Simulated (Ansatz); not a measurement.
Two isomers of C2H7NOSi: A = `CN1[SiH2]C1O`, B = `CN[SiH2]C=O`.

Calculated with Ansatz (gas phase, PBE0-D4/def2-TZVP geometries, no zero-point term in ΔE). CCSD(T)/CBS is the MP2 limit (def2-TZVPP, def2-QZVPP) plus CCSD(T) − MP2 in def2-TZVPP, frozen cores. Functionals use def2-TZVPP. B3LYP here is the variant with VWN-RPA as its local correlation; programs differ in this. One conformer a species, not always the lowest.

A:

Z-matrix (Å, degrees):
```
C
N 1 1.438
H 1 1.094 2 110.5
H 1 1.092 2 109.7 3 -118.9
H 1 1.098 2 112.4 3 120.8
Si 2 1.709 1 143.5 3 -176.1
C 2 1.441 1 124.7 3 -68.6
H 6 1.483 2 116.8 1 -121.4
H 6 1.487 2 120.3 1 19.3
O 7 1.394 2 117.8 1 94.0
H 7 1.094 2 116.2 1 -35.0
H 10 0.963 7 107.5 2 40.2
```

B:

```xyz
12

C     1.332    0.949   -0.682
N     0.359    0.953    0.395
Si   -1.090    0.061    0.344
C    -0.847   -1.852    0.325
O     0.245   -2.364    0.382
H     1.878    1.895   -0.714
H     0.814    0.844   -1.639
H     2.054    0.129   -0.605
H     0.759    1.148    1.299
H    -1.907    0.380    1.546
H    -1.847    0.369   -0.901
H    -1.751   -2.512    0.251
```

Q: Which is lower in electronic energy at CCSD(T)/CBS, and by how much? (An estimate is asked.)

A: Ansatz gave: B, by 25.6 kcal/mol.

Q: Give E(B) − E(A) in kcal/mol with MP2/def2-TZVPP, r2SCAN-D4, PBE0-D4, CCSD/def2-TZVPP, B3LYP, CCSD(T)/def2-TZVPP, PBE-D4. (Best estimate.)

A: Computed: MP2/def2-TZVPP -24.1, r2SCAN-D4 -22.9, PBE0-D4 -21.5, CCSD/def2-TZVPP -27.2, B3LYP -27.4, CCSD(T)/def2-TZVPP -26.2, PBE-D4 -21.2. None reverses the order clearly.

Largest T1 diagnostic: 0.013.

In def2-TZVPP, CCSD(T) changes the Hartree–Fock value by +8.6 kcal/mol (the triples alone add +0.9 kcal/mol) and MP2 by +10.7 kcal/mol.
